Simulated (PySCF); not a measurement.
A structure optimised at ωB97X-D3(BJ)/def2-SVP, used in a PySCF frequency run:

```
Si
F 1 1.6286
O 1 1.6439 2 110.48
H 3 0.9643 1 116.40 2 -77.66
O 1 1.6535 2 107.37 3 -116.82
H 5 0.9627 1 117.90 2 -46.23
As 1 2.3225 2 106.29 5 -121.84
H 7 1.5174 1 91.78 2 -69.14
H 7 1.5175 8 93.25 1 91.75
```
Charge 0, spin multiplicity 1.

### Question
Write its SMILES and formula.

### Answer
O[Si](O)(F)[AsH2], AsFH₄O₂Si

### Question
What are its rotational constants (standard atomic weights)?

### Answer
3.8145, 1.3992, 1.3823 GHz
